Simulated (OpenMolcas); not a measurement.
Tc4+ (d3) among equal point charges was computed by CASSCF with the d shell active (OpenMolcas, ANO-RCC-VDZP on the metal). Its lowest spin-free states, and all those of the highest spin:

```json
{"2S+1": "4", "Degeneracy": "1", "E (cm-1)": "0.0"}
{"2S+1": "4", "Degeneracy": "2", "E (cm-1)": "708.0"}
{"2S+1": "4", "Degeneracy": "1", "E (cm-1)": "2276"}
{"2S+1": "4", "Degeneracy": "1", "E (cm-1)": "4164"}
{"2S+1": "4", "Degeneracy": "2", "E (cm-1)": "5064"}
{"2S+1": "2", "Degeneracy": "2", "E (cm-1)": "14853"}
{"2S+1": "2", "Degeneracy": "1", "E (cm-1)": "14963"}
{"2S+1": "4", "Degeneracy": "1", "E (cm-1)": "15029"}
{"2S+1": "2", "Degeneracy": "1", "E (cm-1)": "15882"}
{"2S+1": "2", "Degeneracy": "1", "E (cm-1)": "15937"}
{"2S+1": "2", "Degeneracy": "2", "E (cm-1)": "16183"}
{"2S+1": "2", "Degeneracy": "1", "E (cm-1)": "16364"}
{"2S+1": "4", "Degeneracy": "2", "E (cm-1)": "20863"}
```

Is the site octahedral, tetrahedral or cube-like, axial, or of lower symmetry?

The states with 2S+1 = 4 have orbital degeneracies 1, 2, 1, 1, 2, 1, 2. There are pairs but no triples, so the site is axial: not cubic, but with a proper or improper axis of order three or more. The run had Tc4+ among 5 point charges of -2 e arranged as a square pyramid (C4v), 2.34 Å from the ion, with the axial distance 2.457 Å.

Spin-orbit coupling mixes the spin-free states strongly: the lowest level takes only 57 % from its leading state, an unlabelled state of the same spin as most of the rest, which lies 708 cm-1 above the lowest spin-free state. Without dynamic correlation the repulsion within the d shell is too large (B by tens of per cent), so at a given field states of lower spin stand too high. Point charges carry no covalency, so the field is a model and not that of real ligands. An unlabelled pair can be two single states that coincide in this model. No measured value stands beside these numbers.
